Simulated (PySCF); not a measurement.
**Worked example: refractive index and permittivity of the vapour**

C₄H₇FSi, SMILES C1[Si@@H]([C@@H](C=1)F)C.

Geometry: TPSSh-D3(BJ)/def2-SVP. The structure was generated by enumeration; whether it is a known compound was not checked.

PBE/def2-TZVP (PySCF) gives a mean static polarisability of 73.0 bohr³ and a dipole moment of 1.38 D. Take an ideal gas at 298.15 K and 0.1 bar, whether or not the substance is that volatile.

Q: Work out n − 1 in the optical limit and the static ε − 1.

A: 
Polarisability volume α' = 73.0 × 0.148185 = 10.82 Å³. Number density N = p/kT = 2.43e-6 Å⁻³.
Dilute limit of Lorentz–Lorenz: n − 1 = 2π N α' = 0.00017.
Orientation term of Debye: μ²/(3kT) = 8.098 Å³ × μ²(D²) = 15.42 Å³.
ε − 1 = 4π N (α' + μ²/3kT) = 0.00080. Orientation of the dipole supplies 59 % of the static response; it can't follow optical fields. Vibrational polarisation and dispersion are left out.
